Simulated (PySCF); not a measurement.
**Question.** What does the PBE0-D3(BJ)/def2-SVP structure of `FC(F)c1ccc(B(O)O)cc1` look like in three dimensions?

**Answer.** 
```xyz
19
C7H7BF2O2 angstrom
O      3.3766   -0.8706   -0.2769
B      2.5907   -0.0757    0.5051
O      3.0581    0.6948    1.5295
C      1.0536   -0.0453    0.2046
C      0.5127   -0.7946   -0.8487
C     -0.8534   -0.7648   -1.1188
C     -1.7033    0.0171   -0.3373
C     -3.1685    0.0865   -0.6495
F     -3.9064   -0.0237    0.4796
F     -3.4806    1.2829   -1.2049
C     -1.1814    0.7660    0.7217
C      0.1827    0.7327    0.9843
H      4.3147   -0.8661   -0.0687
H      4.0052    0.6501    1.6858
H      1.1766   -1.4088   -1.4620
H     -1.2628   -1.3542   -1.9445
H     -3.4848   -0.7078   -1.3484
H     -1.8529    1.3680    1.3380
H      0.5921    1.3183    1.8112
```

Any rigid rotation of these coordinates is as good. Atoms count from 1 in this order. The C–C distances run from 1.390 Å (C11–C12, aromatic) to 1.500 Å (C7–C8, drawn single), a spread of 0.110 Å. The 6-membered ring C4–C5–C6–C7–C11–C12 has internal angles of 118.3° to 121.1°; it is planar, 0.00 Å rms from its mean plane, widest ring torsion 0°. B2 (three-coordinate boron) is planar (angles 124.2°, 118.0° and 117.8°, sum 360.0°, 0.00 Å off the plane of its three neighbours). Of the pairs four or more bonds apart, O1···H15 is among the closest relative to their van der Waals radii: 2.56 Å, 94 % of the sum of Bondi's values.

Bonds between heavy atoms (Å): O1–B2 1.364, B2–O3 1.364, B2–C4 1.567, C4–C5 1.401, C5–C6 1.393, C6–C7 1.394, C7–C8 1.500, C8–F9 1.353, C8–F10 1.355, C7–C11 1.398, C11–C12 1.390, C4–C12 1.404.

Level of theory: PBE0-D3(BJ)/def2-SVP geometry optimisation, gas phase (PySCF).

Point group: C1 (no symmetry element, even within 0.4 Å). PBE0-D3(BJ)/def2-SVP frequencies: not computed here. One conformer, not necessarily the lowest (H–O1–B2–O3 0°, O1–B2–O3–H 0°, C6–C7–C8–F9 135°).
